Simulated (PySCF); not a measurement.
Correlation energy of Ge¹⁴⁺ (germanium, charge +14)

Starting occupation: [Ar]. Calculation: PySCF 2.14, in an uncontracted even-tempered set (19 s from 0.37 bohr⁻², ratio 2.6; 14 p from 0.48 bohr⁻², ratio 2.6; 6 d from 0.49 bohr⁻², ratio 2.8; 3 f from 13 bohr⁻², ratio 2.8); X2C-1e with screened-nucleus spin-orbit coupling, Gaussian nucleus. Frozen: [Ne]; 8 electrons correlated; the 64 highest virtual spinors left out.

MP2 pair energies summed by pair of shells (mhartree):

```csv
pair,energy,share (%)
3p3/2-3p3/2,-114.46,38.0
3p1/2-3p3/2,-109.71,36.5
3p1/2-3p1/2,-29.46,9.8
3p3/2-3s1/2,-23.78,7.9
3p1/2-3s1/2,-12.09,4.0
3s1/2-3s1/2,-11.37,3.8
```

Total MP2 correlation energy: -300.87 mhartree.

The virtual space was cut to 50 spinors, which keep -285.63 of the -300.87 mhartree of MP2 correlation.

| level | correlation energy (mhartree) |
| --- | --- |
| CCSD | -314.05 |
| (T) | -2.94 |
| CCSD(T) | -316.99 |

Diagnostics: T1 = 0.00077, largest double amplitude 0.048.

Cost of the coupled-cluster step: roughly 17 core-seconds, for 8 occupied and 50 virtual spinors.

Iterations:

```
Init t2, MP2 energy = -0.285631124668981
CCSD nocc = 8, nmo = 58
Init t2, MP2 energy = -0.285631124668981
Init E_corr(GCCSD) = -0.285631124668981
cycle = 1  E_corr(GCCSD) = -0.309643102033965  dE = -0.0240119774  norm(t1,t2) = 0.0187841
cycle = 2  E_corr(GCCSD) = -0.313169199210647  dE = -0.00352609718  norm(t1,t2) = 0.00413434
cycle = 3  E_corr(GCCSD) = -0.31408094470701  dE = -0.000911745496  norm(t1,t2) = 0.0012325
cycle = 4  E_corr(GCCSD) = -0.314049080888645  dE = 3.18638184e-05  norm(t1,t2) = 0.000105594
cycle = 5  E_corr(GCCSD) = -0.314049180573545  dE = -9.96849e-08  norm(t1,t2) = 3.20508e-06
cycle = 6  E_corr(GCCSD) = -0.314049188666681  dE = -8.09313599e-09  norm(t1,t2) = 4.49292e-07
GCCSD converged
E(GCCSD) = -2006.890122433755  E_corr = -0.3140491886666813
```

The coupled-cluster values are those of the cut space; adding the MP2 remainder, -15.24 mhartree, estimates the full space.

At this charge the one-electron X2C treatment keeps the bare 1/r₁₂, with no two-electron picture change or Breit term. The effect here is smaller than on the frozen 1s shell.
